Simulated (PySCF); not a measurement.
C4H11NSi.
InChI=1S/C4H11NSi/c1-5-3-2-4-6-5/h2-4,6H2,1H3

The calculation used PySCF, TDDFT wB97X-D/def2-SVPD, vertical, gas phase, core orbitals frozen in the response. Isolated species at its PBE0-D3(BJ)/def2-SVP geometry (one conformer only).

| state | E (eV) | λ (nm) | f | main configurations (H = HOMO, L = LUMO) |
| --- | --- | --- | --- | --- |
| S1 | 5.77 | 214.8 | 0.0025 | H→L+1 (69%), H→L (24%) |
| S2 | 6.12 | 202.7 | 0.024 | H→L (64%), H→L+1 (21%) |
| S3 | 6.86 | 180.8 | 0.021 | H→L+2 (58%), H→L+3 (28%) |
| S4 | 7.25 | 170.9 | 0.0028 | H→L+3 (60%), H→L+2 (29%) |
| S5 | 7.42 | 167.0 | 0.037 | H→L+4 (74%) |
| S6 | 7.67 | 161.7 | 0.068 | H→L+6 (69%), H→L+7 (16%) |
| S7 | 7.77 | 159.6 | 0.056 | H→L+7 (59%), H→L+6 (14%) |
| S8 | 8.02 | 154.7 | 0.015 | H→L+5 (57%), H-1→L+1 (13%) |
| S9 | 8.15 | 152.0 | 0.070 | H-1→L+1 (64%) |
| S10 | 8.21 | 151.1 | 0.057 | H→L+8 (54%), H→L+5 (9%) |

Triplets (Tamm–Dancoff): T1 5.62 eV, H→L+1 (75%), H→L (12%); T2 6.06 eV, H→L (75%), H→L+1 (10%); T3 6.74 eV, H→L+2 (60%), H→L+3 (23%); T4 7.18 eV, H→L+7 (37%), H→L+3 (32%), H→L+2 (11%).

The lowest singlet comes at 215 nm (557 kJ/mol) in the ultraviolet; it is very weak; its leading configuration is HOMO→LUMO+1 (69%). The strongest level in the table is S9 at 8.15 eV (152 nm, f = 0.070). Löwdin shares by element: HOMO nitrogen 53%, carbon 17% or more, silicon 8% (atoms not listed hold the other 22%); LUMO (one of a set within 0.03 eV) carbon 26% or more, silicon 26% (atoms not listed hold the other 49%). Of the 10 states listed, 8 reach f = 0.01 and none stays under 0.0005. Weighted by f, the mean energy of these states is 7.69 eV. The listed states span 2.43 eV, and the widest gap between neighbours is 0.74 eV (S2 to S3). From S9 up the states lie above the vertical ionisation energy of 8.06 eV (ΔSCF), that is within the continuum, which a finite basis only mimics. The window holds the lowest 10 singlets.
